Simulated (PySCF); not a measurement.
**Pb: ionisation energy**

Pb [Xe] 4f14 5d10 6s2 6p2 (3P) → Pb⁺ [Xe] 4f14 5d10 6s2 6p1 (2P), as a difference of total energies. All numbers are calculated (PySCF 2.14, the spin-free X2C one-electron Hamiltonian (Gaussian nucleus), in ANO-RCC-VTZP (8s7p5d3f2g, 93 functions)). Correlated levels: valence: [Xe] 4f14 5d10 frozen. The calculations carry no spin-orbit coupling.

```json
{"method": "UHF", "ionisation energy (eV)": "6.583", "difference from reference (eV)": "-0.834"}
{"method": "MP2 (valence)", "ionisation energy (eV)": "6.840", "difference from reference (eV)": "-0.577"}
{"method": "SCS-MP2 (valence)", "ionisation energy (eV)": "6.783", "difference from reference (eV)": "-0.634"}
{"method": "CCSD (valence)", "ionisation energy (eV)": "6.874", "difference from reference (eV)": "-0.543"}
{"method": "CCSD(T) (valence)", "ionisation energy (eV)": "6.889", "difference from reference (eV)": "-0.528"}
```

Reference: 7.417 eV (measured; NIST Atomic Spectra Database, ionization energies).

Spin-orbit coupling is strong in these open shells (close to jj coupling). The scalar numbers leave it out and a first-order estimate fails, so it can dominate the gap to the real levels.

Errors of the correlated levels include the incompleteness of this basis and the frozen core.
